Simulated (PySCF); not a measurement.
## Radial density of V (vanadium, neutral)

BLYP, [Ar] 3d3 4s1 4p1, one real determinant (an excited configuration). All numbers are calculated (PySCF 2.14, scalar relativity by spin-free X2C-1e, in ANO-RCC-VTZP).

```
r (bohr)  4πr²ρ (e/bohr)  4πr²(ρα − ρβ)
 0.00118          0.1898         0.0001
 0.00199          0.4837         0.0002
 0.00335           1.207         0.0005
 0.00563           2.904         0.0013
 0.00947           6.569         0.0029
  0.0159           13.31         0.0058
  0.0268           22.32         0.0091
  0.0450           27.48         0.0092
  0.0758           23.01         0.0074
   0.127           22.09         0.0353
   0.214           29.78         0.1496
   0.361           16.69         0.5790
   0.607           9.714         1.7406
    1.02           10.24         2.0557
    1.72           2.655         1.2081
    2.89          0.8764         0.8434
    4.85          0.3138         0.3138
    8.17         0.02227         0.0223
    13.7       0.0002798         0.0003
```

Densities and radii are taken from the X2C orbitals without a picture-change correction, which distorts them close to the nucleus.

⟨L²⟩ = 13.98 against 20 for a pure G term, so this real determinant mixes terms.
